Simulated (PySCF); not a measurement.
## Cost of excited-state runs on `CC1[C@@H](F)S(=O)(=O)[C@@H]1F`, C4H6F2O2S

Cartesian coordinates in Å; atom numbers follow the order of the lines, from 1:
```xyz
15

C    -1.5191    0.0319    0.7090
C    -0.5879    0.2247   -0.4808
C     0.2143   -1.0478   -0.7588
F     0.6116   -1.1480   -2.0529
S     1.6001   -0.3459    0.2798
O     2.8915   -0.3652   -0.3266
O     1.4634   -0.7616    1.6406
C     0.5742    1.1611   -0.1236
F     0.3343    2.0425    0.8690
H    -1.9903    0.9759    0.9715
H    -0.9527   -0.3227    1.5670
H    -2.2954   -0.6898    0.4681
H    -1.1411    0.5576   -1.3636
H    -0.2284   -1.9961   -0.4546
H     1.0211    1.6916   -0.9659
```

PySCF with density fitting, on 1 thread of an Arm Neoverse V1, shared host. Command: `OMP_NUM_THREADS=1 python excited_run.py task.json out`

Q: How long does each of these runs take, and how much memory?
- magnetisability and related constants, B97-2/STO-3G; usual settings
- magnetisability and related constants, B97-2/pcSseg-1; usual settings

A: 
```csv
run,level,basis functions,wall time,peak memory (GiB)
magnetisability and related constants,B97-2/STO-3G,55,8.6 s,0.56
magnetisability and related constants,B97-2/pcSseg-1,190,34 s,0.83
```
Times from a shared host are rough.
